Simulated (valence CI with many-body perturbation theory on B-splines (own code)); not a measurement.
**Pd XIV in brief**

Calculated by configuration interaction combined with many-body perturbation theory (CI+MBPT): five valence electrons over a frozen Dirac-Fock core [Ar] 3d10, radial functions for each j: 11 s, 11 p, 10 d, 8 f, 5 g, 2 h, with the one-electron correlation potential Σ1 (screened to all orders), the two-electron term Σ2, the three-electron term Σ3, Breit, model QED; selected single and double excitations, second order for the rest, scaled by the run's own slope (own B-spline code, finite nucleus).

No measured spectrum was set against this ion. As an estimate, levels hold to about 250 cm⁻¹ or 0.2 % of their energy and the worst to 1 %, as in measured heavy ions of charge 2 to 7; those with d or f electrons hold less well. Among the levels kept, up to 2300 cm⁻¹ of a level comes from second order outside the variational space, and about a tenth of that is noise between levels of different J, which matters for small intervals.

Names give the largest LS component (configuration and term), which can be under half, so a name can repeat, a term be missing and a line seem to break the LS rules; names also repeat where a configuration has a term twice.

Rates and lifetimes use the calculated energies. Strong lines usually hold to 10 to 20 %, long lifetimes can be off by a factor of two.

Q: What is the ground level?

A: 4s2 4p3 4S°_3/2, composition 65 % 4s2 4p3 4S° + 22 % 4s2 4p3 2P° + 10 % 4s2 4p3 2D°, g = 1.724.

Q: Where does the other parity begin?

A: At 4s 4p4 4P_5/2, 305250 cm⁻¹.

Q: Among levels below 1112000 cm⁻¹, which E1 lines absorb most strongly from the ground level?

A: to 4s2 4p2 4d 4P_5/2 at 17.82 nm, f = 1.05; to 4s2 4p2 4d 4P_3/2 at 17.67 nm, f = 0.642; to 4s2 4p2 4d 4P_1/2 at 17.66 nm, f = 0.292.

Q: What is the ionisation energy?

A: 312.73 eV; NIST lists 311 ± 3 eV (theoretical).

Q: Name the longest-lived excited levels whose lifetime is computed, and their main decay.

A: 4s2 4p3 2D°_5/2 at 54960 cm⁻¹ lives 4.76 ms, mostly by M1 to 4s2 4p3 4S°_3/2; 4s2 4p3 2D°_3/2 at 40164 cm⁻¹ lives 903 μs, mostly by M1 to 4s2 4p3 4S°_3/2; 4s2 4p3 2P°_1/2 at 79367 cm⁻¹ lives 450 μs, mostly by M1 to 4s2 4p3 4S°_3/2. The lifetime of 4s2 4p2 4d 4F_9/2 is too uncertain to give, and may be longer.
